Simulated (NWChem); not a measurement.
System: CH$_{5}$ClFNSi; SMILES NC[Si@H](F)Cl

The following NWChem deck was run.

```
start job
memory heap 200 mb stack 900 mb global 1100 mb
geometry units angstroms noautoz
  N     -0.398765     2.629157    -0.039807
  C     -0.917501     1.264743    -0.269202
  Si     0.237635    -0.078962     0.363337
  F      1.655961     0.078960    -0.393016
  Cl    -0.488799    -1.983383    -0.020599
  H     -0.260387     2.801653     0.954610
  H      0.508118     2.745169    -0.488613
  H     -1.096272     1.134911    -1.343676
  H     -1.901786     1.177884     0.207775
  H      0.499794     0.032591     1.817787
end
basis spherical
  * library 6-31g*
end
dft
  xc mn15
  iterations 150
  mulliken
end
task dft gradient
```

NWChem printed, in part:

```
             Northwest Computational Chemistry Package (NWChem) 7.3.0
             --------------------------------------------------------

 C1  symmetry detected

                             Geometry "geometry" -> ""
                             -------------------------

 Output coordinates in angstroms (scale by  1.889725989 to convert to a.u.)

  No.       Tag          Charge          X              Y              Z
 ---- ---------------- ---------- -------------- -------------- --------------
    1 N                    7.0000    -0.45231519     2.62312280    -0.02329763
    2 C                    6.0000    -0.91739274     1.25161777    -0.31657480
    3 Si                  14.0000     0.22417376    -0.07657142     0.37097685
    4 F                    9.0000     1.68846332     0.13263668    -0.27767246
    5 Cl                  17.0000    -0.42278677    -1.98956792    -0.10211832
    6 H                    1.0000    -0.39015644     2.77739723     0.98174177
    7 H                    1.0000     0.48106780     2.77116516    -0.40303709
    8 H                    1.0000    -1.01520255     1.14072223    -1.40351786
    9 H                    1.0000    -1.93073460     1.13019313     0.08624383
   10 H                    1.0000     0.37836114     0.00988053     1.84248917

 Effective nuclear repulsion energy (a.u.)     295.9730477894

                                 NWChem DFT Module
                                 -----------------

 Summary of "ao basis" -> "ao basis" (spherical)
 ------------------------------------------------------------------------------
       Tag                 Description            Shells   Functions and Types
 ---------------- ------------------------------  ------  ---------------------
 N                           6-31g*                  6       14   3s2p1d
 C                           6-31g*                  6       14   3s2p1d
 Si                          6-31g*                  8       18   4s3p1d
 F                           6-31g*                  6       14   3s2p1d
 Cl                          6-31g*                  8       18   4s3p1d
 H                           6-31g*                  2        2   2s

            General Information
            -------------------
          SCF calculation type: DFT
          Wavefunction type:  closed shell.
          No. of atoms     :    10
          No. of electrons :    58
           Alpha electrons :    29
            Beta electrons :    29
          Charge           :     0
          Spin multiplicity:     1
          Use of symmetry is: off; symmetry adaption is: off
          Maximum number of iterations: 150
          AO basis - number of functions:    88
                     number of shells:    44
          Convergence on energy requested:  1.00D-06
          Convergence on density requested:  1.00D-05
          Convergence on gradient requested:  5.00D-04

              XC Information
              --------------
                         MN15 Method XC Functional
                     Hartree-Fock (Exact) Exchange  0.440
                          MN15 Exchange Functional  1.000
                        MN15 Correlation Potential  1.000

             Grid Information
             ----------------
          Grid used for XC integration:  medium
          Radial quadrature: Mura-Knowles
          Angular quadrature: Lebedev.
          Tag              B.-S. Rad. Rad. Pts. Rad. Cut. Ang. Pts.
          ---              ---------- --------- --------- ---------
          N                   0.65       49          12.0       434
          C                   0.70       49          10.0       434
          Si                  1.10       88           8.0       590
          F                   0.50       49          10.0       434
          Cl                  1.00       88          12.0       590
          H                   0.35       45          12.0       434
          Grid pruning is: on
          Number of quadrature shells:   548
          Spatial weights used:  Erf1

      Superposition of Atomic Density Guess
      -------------------------------------

 Sum of atomic energies:        -942.08537735

      Non-variational initial energy
      ------------------------------

 Total energy =    -943.910210
 1-e energy   =   -1890.853373
 2-e energy   =     650.970115
 HOMO         =      -0.272853
 LUMO         =       0.072219

     ---------------------------------------------
      Total Density - Mulliken Population Analysis
     ---------------------------------------------

    Atom       Charge   Shell Charges
 -----------   ------   -------------------------------------------------------
    1 N    7     7.97   2.00  0.83  2.53  0.85  1.74  0.03
    2 C    6     6.48   2.00  0.71  1.93  0.64  1.16  0.04
    3 Si  14    12.73   2.00  2.00  5.97  0.88  1.22  0.21  0.26  0.19
    4 F    9     9.61   2.00  0.95  3.47  1.00  2.18  0.01
    5 Cl  17    17.43   2.00  2.00  5.98  1.38  3.71  0.57  1.79  0.01
    6 H    1     0.59   0.42  0.17
    7 H    1     0.59   0.42  0.17
    8 H    1     0.77   0.47  0.30
    9 H    1     0.76   0.46  0.30
   10 H    1     1.07   0.47  0.60

   convergence    iter        energy       DeltaE   RMS-Dens  Diis-err
 ---------------- ----- ----------------- --------- --------- ---------
 d= 0,ls=0.0,diis     1   -944.9084754341 -1.24D+03  1.36D-02  1.21D+00
 d= 0,ls=0.0,diis     2   -944.9327347501 -2.43D-02  6.96D-03  7.90D-01
 d= 0,ls=0.0,diis     3   -944.9957351963 -6.30D-02  1.79D-03  1.14D-01
 d= 0,ls=0.0,diis     4   -945.0045757232 -8.84D-03  5.45D-04  2.46D-03
 d= 0,ls=0.0,diis     5   -945.0048914958 -3.16D-04  1.21D-04  1.33D-04
  Resetting Diis
 d= 0,ls=0.0,diis     6   -945.0049067816 -1.53D-05  3.31D-05  1.78D-05
 d= 0,ls=0.0,diis     7   -945.0049086917 -1.91D-06  1.96D-05  1.18D-06
 d= 0,ls=0.0,diis     8   -945.0049087084 -1.67D-08  8.34D-06  1.47D-06

         Total DFT energy =     -945.004908708371
      One electron energy =    -1894.285066309119
           Coulomb energy =      726.823342607778
    Exchange-Corr. energy =      -73.516232796426
 Nuclear repulsion energy =      295.973047789396

 Numeric. integr. density =       58.000007760824

                       DFT Final Molecular Orbital Analysis
                       ------------------------------------

 Vector   27  Occ=2.000000D+00  E=-3.772470D-01
              MO Center= -3.7D-01, -1.8D+00, -8.6D-02, r^2= 1.9D+00
   Bfn.  Coefficient  Atom+Function         Bfn.  Coefficient  Atom+Function
  ----- ------------  ---------------      ----- ------------  ---------------
    67      0.677512   5 Cl px               71      0.344333   5 Cl px
    63     -0.262756   5 Cl px               69     -0.162088   5 Cl pz
    68     -0.154355   5 Cl py               50      0.096658   4 F  py
    73     -0.079674   5 Cl pz               72     -0.074878   5 Cl py
    54      0.071325   4 F  py                3      0.066655   1 N  px

 Vector   28  Occ=2.000000D+00  E=-3.664667D-01
              MO Center= -2.8D-01, -1.2D+00,  1.7D-01, r^2= 3.5D+00
   Bfn.  Coefficient  Atom+Function         Bfn.  Coefficient  Atom+Function
  ----- ------------  ---------------      ----- ------------  ---------------
    69      0.626798   5 Cl pz               73      0.319476   5 Cl pz
    65     -0.242518   5 Cl pz               88     -0.227554  10 H  s
    87     -0.163882  10 H  s                37     -0.113974   3 Si pz
    67      0.102495   5 Cl px                3      0.098617   1 N  px
    20      0.089605   2 C  s                68     -0.085947   5 Cl py

 Vector   29  Occ=2.000000D+00  E=-2.811091D-01
              MO Center= -5.4D-01,  2.0D+00, -7.9D-02, r^2= 2.7D+00
   Bfn.  Coefficient  Atom+Function         Bfn.  Coefficient  Atom+Function
  ----- ------------  ---------------      ----- ------------  ---------------
     4     -0.329778   1 N  py                3      0.315883   1 N  px
     8     -0.294776   1 N  py                7      0.262411   1 N  px
     5      0.197775   1 N  pz                6     -0.193446   1 N  s
    34     -0.189542   3 Si s                18      0.172340   2 C  py
     9      0.165366   1 N  pz               35      0.162639   3 Si px

 Vector   30  Occ=0.000000D+00  E= 4.274491D-02
              MO Center=  1.4D-02,  2.9D-01,  4.6D-01, r^2= 4.4D+00
   Bfn.  Coefficient  Atom+Function         Bfn.  Coefficient  Atom+Function
  ----- ------------  ---------------      ----- ------------  ---------------
    40      0.680220   3 Si py               39      0.666870   3 Si px
    70      0.620231   5 Cl s                 6     -0.478881   1 N  s
    38     -0.464326   3 Si s                72      0.416835   5 Cl py
    36      0.364803   3 Si py               35      0.307118   3 Si px
    52     -0.273077   4 F  s                80      0.229362   6 H  s

 Vector   31  Occ=0.000000D+00  E= 5.940120D-02
              MO Center=  3.0D-01, -2.8D-01,  3.4D-01, r^2= 4.0D+00
   Bfn.  Coefficient  Atom+Function         Bfn.  Coefficient  Atom+Function
  ----- ------------  ---------------      ----- ------------  ---------------
    39      0.662592   3 Si px               40     -0.618111   3 Si py
    52     -0.402829   4 F  s                41     -0.355911   3 Si pz
    36     -0.307433   3 Si py               34      0.302773   3 Si s
    20      0.291936   2 C  s                71     -0.289873   5 Cl px
    70     -0.285946   5 Cl s                35      0.260696   3 Si px

 Vector   32  Occ=0.000000D+00  E= 9.285942D-02
              MO Center= -2.6D-01,  6.1D-01,  1.2D-02, r^2= 5.0D+00
   Bfn.  Coefficient  Atom+Function         Bfn.  Coefficient  Atom+Function
  ----- ------------  ---------------      ----- ------------  ---------------
    38     -1.318486   3 Si s                20      1.270719   2 C  s
     6      0.579564   1 N  s                22     -0.401843   2 C  py
    39      0.398993   3 Si px               88      0.399278  10 H  s
    40     -0.362671   3 Si py               84     -0.355221   8 H  s
    72      0.352553   5 Cl py               82     -0.352797   7 H  s

     ---------------------------------------------
      Total Density - Mulliken Population Analysis
     ---------------------------------------------

    Atom       Charge   Shell Charges
 -----------   ------   -------------------------------------------------------
    1 N    7     7.69   2.00  0.76  2.51  0.86  1.53  0.03
    2 C    6     6.35   2.00  0.65  2.10  0.58  0.98  0.04
    3 Si  14    13.25   2.00  1.99  5.96  0.92  1.63  0.17  0.28  0.30
    4 F    9     9.36   2.00  0.89  3.35  1.06  2.06  0.01
    5 Cl  17    17.26   2.00  1.99  5.98  1.37  3.73  0.58  1.60  0.02
    6 H    1     0.69   0.51  0.18
    7 H    1     0.69   0.51  0.18
    8 H    1     0.81   0.53  0.29
    9 H    1     0.82   0.53  0.29
   10 H    1     1.07   0.53  0.54

     -------------------------------------------
      Total Density - Lowdin Population Analysis
     -------------------------------------------

    Atom       Charge   Shell Charges
 -----------   ------   -------------------------------------------------------
    1 N    7     7.46   1.99  0.69  2.35  0.58  1.79  0.06
    2 C    6     6.37   1.99  0.53  1.91  0.44  1.41  0.09
    3 Si  14    13.45   2.00  1.97  5.88  0.64  1.50  0.34  0.70  0.43
    4 F    9     9.25   1.99  0.90  3.22  0.87  2.25  0.02
    5 Cl  17    17.17   2.00  1.99  5.91  1.15  3.44  0.67  1.99  0.02
    6 H    1     0.77   0.48  0.29
    7 H    1     0.77   0.48  0.29
    8 H    1     0.85   0.50  0.35
    9 H    1     0.85   0.50  0.35
   10 H    1     1.06   0.52  0.54

     Multipole analysis of the density
     ---------------------------------

     L   x y z        total         alpha         beta         nuclear
     -   - - -        -----         -----         ----         -------
     0   0 0 0     -0.000000    -29.000000    -29.000000     58.000000

     1   1 0 0     -0.085539     -0.042769     -0.042769      0.000000
     1   0 1 0      0.538176      0.269088      0.269088      0.000000
     1   0 0 1      0.399389      0.199694      0.199694      0.000000

     2   2 0 0    -33.682032    -90.346758    -90.346758    147.011484
     2   1 1 0      1.838797      4.859357      4.859357     -7.879918
     2   1 0 1     -0.180502     -1.649989     -1.649989      3.119476
     2   0 2 0    -36.161490   -273.536034   -273.536034    510.910577
     2   0 1 1      1.455388      0.649050      0.649050      0.157288
     2   0 0 2    -31.042692    -33.200560    -33.200560     35.358428

            General Information
            -------------------
          SCF calculation type: DFT
          Wavefunction type:  closed shell.
          No. of atoms     :    10
          No. of electrons :    58
           Alpha electrons :    29
            Beta electrons :    29
          Charge           :     0
          Spin multiplicity:     1
          Use of symmetry is: off; symmetry adaption is: off
          Maximum number of iterations: 150
          AO basis - number of functions:    88
                     number of shells:    44
          Convergence on energy requested:  1.00D-06
          Convergence on density requested:  1.00D-05
          Convergence on gradient requested:  5.00D-04

              XC Information
              --------------
                         MN15 Method XC Functional
                     Hartree-Fock (Exact) Exchange  0.440
                          MN15 Exchange Functional  1.000
                        MN15 Correlation Potential  1.000

             Grid Information
             ----------------
          Grid used for XC integration:  medium
          Radial quadrature: Mura-Knowles
          Angular quadrature: Lebedev.
          Tag              B.-S. Rad. Rad. Pts. Rad. Cut. Ang. Pts.
          ---              ---------- --------- --------- ---------
          N                   0.65       49          12.0       434
          C                   0.70       49          10.0       434
          Si                  1.10       88           8.0       590
          F                   0.50       49          10.0       434
          Cl                  1.00       88          12.0       590
          H                   0.35       45          12.0       434
          Grid pruning is: on
          Number of quadrature shells:   548
          Spatial weights used:  Erf1

          Convergence Information
          -----------------------
          Convergence aids based upon iterative change in
          total energy or number of iterations.
          Levelshifting, if invoked, occurs when the
          HOMO/LUMO gap drops below (HL_TOL):  1.00D-02
          DIIS, if invoked, will attempt to extrapolate
          using up to (NFOCK): 10 stored Fock matrices.

[...]

                         DFT ENERGY GRADIENTS

    atom               coordinates                        gradient
                 x          y          z           x          y          z
   1 N      -0.854752   4.956983  -0.044026   -0.000273   0.005431  -0.000109
   2 C      -1.733621   2.365215  -0.598240   -0.003462   0.001480  -0.002202
   3 Si      0.423627  -0.144699   0.701045   -0.000192   0.002523   0.003048
   4 F       3.190733   0.250647  -0.524725    0.007327   0.000837  -0.003075
   5 Cl     -0.798951  -3.759738  -0.192976   -0.003360  -0.010616  -0.002311
   6 H      -0.737289   5.248520   1.855223    0.000603  -0.000489  -0.001693
   7 H       0.909086   5.236743  -0.761630   -0.001354  -0.000541   0.001346
   8 H      -1.918455   2.155652  -2.652264   -0.000039   0.000666   0.000258
   9 H      -3.648559   2.135755   0.162977    0.000218   0.000618  -0.000068
  10 H       0.714999   0.018671   3.481800    0.000533   0.000091   0.004806
```

Level: MN15/6-31G* (spherical d). Coordinates come from a B3LYP/6-31G* (spherical d) optimisation.
